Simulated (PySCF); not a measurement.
A structure optimised at PBE0-D3(BJ)/def2-SVP, used in a PySCF frequency run:

```xyz
10

Al    -0.1642    -0.4655     0.3424
H     -0.6471    -1.8829     0.8595
Cl     0.2744     0.9729     1.8295
C      0.0517     0.0438    -1.5302
C     -0.2724    -1.0376    -2.5610
H      1.0898     0.4056    -1.6537
H     -0.5688     0.9442    -1.6977
H     -1.3157    -1.3832    -2.4815
H      0.3649    -1.9281    -2.4382
H     -0.1301    -0.6812    -3.5942
```
Charge 0, spin multiplicity 1.

### Question
Write its SMILES and formula.

### Answer
C[CH2][AlH][Cl], C2H6AlCl

### Question
What are its rotational constants (standard atomic weights)?

### Answer
17.544, 1.6650, 1.5497 GHz
